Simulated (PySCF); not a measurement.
# From orbital energies to excitation energies

Compound: CH7F3Si3.
SMILES: `FC(F)(F)[SiH]([SiH3])[SiH3]`

The calculation used TDDFT PBE0/def2-SVPD, vertical, gas phase, core orbitals frozen in the response (PySCF). Isolated species at its GFN2-xTB geometry, gas phase. Torsions of this conformer, `[F:1][C:2]([F:3])([F:4])[SiH:5]([SiH3:6])[SiH3:7]`: F1–C2–Si5–Si6 -175°.

Orbital energies (eV): HOMO-3 -10.22, HOMO-2 -9.62, HOMO-1 -9.02, HOMO -8.84, LUMO -1.15, LUMO+1 -0.56, LUMO+2 0.07.

Computed singlets:

```tsv
state	E (eV)	f
S1	6.67	0.185
S2	6.81	0.0066
S3	7.01	0.124
S4	7.14	0.0094
S5	7.37	0.034
S6	7.76	0.0055
```

Task: Which orbital pair leads each of S1, S2, S3, S4, S5 and S6, and how does its energy difference Δε compare with the excitation energy?

Result: 

```
state  leading configuration  weight  Δε (eV)  E (eV)  E − Δε (eV)       f  other configurations
   S1              HOMO→LUMO    0.78     7.69    6.67        -1.02   0.185           H→L+1 (17%)
   S2            HOMO-1→LUMO    0.95     7.88    6.81        -1.06  0.0066                     –
   S3            HOMO→LUMO+1    0.79     8.28    7.01        -1.27   0.124             H→L (14%)
   S4            HOMO-2→LUMO    0.81     8.47    7.14        -1.33  0.0094         H-1→L+1 (17%)
   S5          HOMO-1→LUMO+1    0.70     8.46    7.37        -1.09   0.034           H-2→L (14%)
   S6            HOMO→LUMO+2    0.70     8.90    7.76        -1.14  0.0055         H-2→L+1 (21%)
```

E − Δε runs from -1.33 to -1.02 eV. 

Task: Which computed triplets share their leading configuration (75% or more) with a singlet, and how far apart are the partners?

Result: 

```
configuration  triplet  E(T) (eV)  singlet  E(S) (eV)  E(S) − E(T) (eV)
    HOMO→LUMO       T1       5.60       S1       6.67             +1.07
  HOMO-1→LUMO       T2       5.96       S2       6.81             +0.85
```

The 2 triplets are Tamm–Dancoff values, the singlets full response.

Summed over the main configurations (up to three a state, each over 8%) of all 6 singlets, the electron leaves HOMO with weight 2.58, HOMO-1 with weight 1.82 and HOMO-2 with weight 1.16.

Hardware: one thread, Intel Xeon 6975P-C (x86_64), shared host with 64 logical CPUs at a one-minute load of 27. Cost: 25 s wall, 0.86 GiB resident at most.
